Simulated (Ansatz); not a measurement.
Computed with Ansatz on PBE0-D4/def2-TZVP structures; ΔE is electronic, products minus reactants. CCSD(T)/CBS adds triple-zeta CCSD(T) − MP2 to the extrapolated MP2 energy (def2 sets, frozen cores). This one scheme is used for every species. Functionals use def2-TZVPP. B3LYP here is the variant with VWN-RPA as its local correlation; programs differ in this. One conformer a species, not always the lowest.

`N[Si](N)(O)O` + `C=C` → `C=C[Si](N)(N)O` + H₂O  (formal exchange of groups at the Si–O bond)

| level | ΔE (kcal/mol) | difference from CCSD(T)/CBS |
| --- | --- | --- |
| r2SCAN-D4 | 26.7 | 0.9 |
| PBE0-D4 | 24.8 | -1.0 |
| B3LYP-D4 | 26.4 | 0.6 |
| B2PLYP | 27.7 | 1.9 |
| r2SCAN | 27.2 | 1.4 |
| HF/def2-TZVPP | 31.8 | 6.0 |
| CCSD/def2-TZVPP | 26.9 | 1.1 |
| CCSD(T)/def2-TZVPP | 26.0 | 0.2 |
| SCS-MP2/def2-QZVPP | 26.6 | 0.8 |
| CCSD/CBS(def2) | 26.8 | 1.0 |
| CCSD(T)/CBS | 25.8 | 0 |

Largest T1 diagnostic among the species: 0.011.

From PBE to PBE0 (25 % exact exchange), in def2-TZVPP and without D4, ΔE moves by +1.2 kcal/mol. The D4 term adds −1.9 kcal/mol with B3LYP and −1.1 kcal/mol with PBE0; it sums over pairs of atoms, weighted by their polarisabilities, and B3LYP, whose exchange is more repulsive, gets the larger term.
